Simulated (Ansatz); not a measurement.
Consider the formal hydrolysis of a Ta–C bond: `[CH3][Ta](=[O])([Cl])[Cl]` + H₂O → `[O]=[Ta]([OH])([Cl])[Cl]` + CH₄.

Isolated molecules relaxed with PBE0-D4/def2-TZVP in Ansatz; ΔE leaves out vibrations. CCSD(T)/CBS adds triple-zeta CCSD(T) − MP2 to the extrapolated MP2 energy (def2 sets, frozen cores). This one scheme is used for every species. Functionals use def2-TZVPP. HSE06 is defined as in plane-wave codes. Elements past krypton have def2 core potentials. For Ta outer-core shells are correlated without core-valence functions, which leaves a few kJ/mol of doubt a bond. One conformer a species, not always the lowest.

```json
{"level": "PBE", "ΔE (kcal/mol)": "-34.5"}
{"level": "revPBE", "ΔE (kcal/mol)": "-34.6"}
{"level": "HSE06", "ΔE (kcal/mol)": "-34.0"}
{"level": "MP2/def2-TZVPP", "ΔE (kcal/mol)": "-33.7"}
```

Q: What does CCSD(T)/CBS give? (Best estimate.)

A: Ansatz gave: -32.7 kcal/mol. The listed levels differ from it by -1.8, -1.9, -1.3, -1.0 kcal/mol.

Largest T1 diagnostic among the species: 0.019.

From r2SCAN to r2SCAN0 (25 % exact exchange), in def2-TZVPP and without D4, ΔE moves by +0.9 kcal/mol. Leaving LDA and LC-ωPBE aside and taking each functional with its dispersion term where it has one, the values, not all of them listed here, spread over 3.1 kcal/mol, from CAM-B3LYP-D4 to HSE06-D4.

CCSD(T)/CBS has its own doubt, a few kJ/mol and more with outer-core shells, so smaller differences from it don't rank the levels.
